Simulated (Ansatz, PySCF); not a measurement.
Input for Ansatz (an electronic-structure program):
Ansatz 0.2 input:
```yaml
crystal:
  periodic: [false, false, false]
  atoms:
    - {symbol: Mo, position_ang: [0.00000000, 0.00000000, 0.00000000]}
basis:
  gaussian:
    orbitals: def2-TZVP
hamiltonian:
  xc: revpbe
magnetization: {spin_polarized: true, initial_magnetization: 6}
accuracy: high
```

Problem. Convert this to an input for PySCF.

Solution. One answer among several that fit: 
```python
from pyscf import gto, scf, dft

mol = gto.Mole()
mol.atom = '''
    Mo    0.000000    0.000000    0.000000
'''
mol.basis = 'def2-tzvp'
mol.ecp = {'Mo': 'def2-tzvp'}
mol.charge = 0
mol.spin = 6
mol.verbose = 4
mol.build()

mf = dft.UKS(mol)
mf.xc = 'revpbe'
mf.grids.atom_grid = (99, 590)
mf.grids.prune = None
mf.kernel()
```

Both were run: Ansatz gave -68.164097 Eh and PySCF -68.164097 Eh, 0.000 mEh apart.
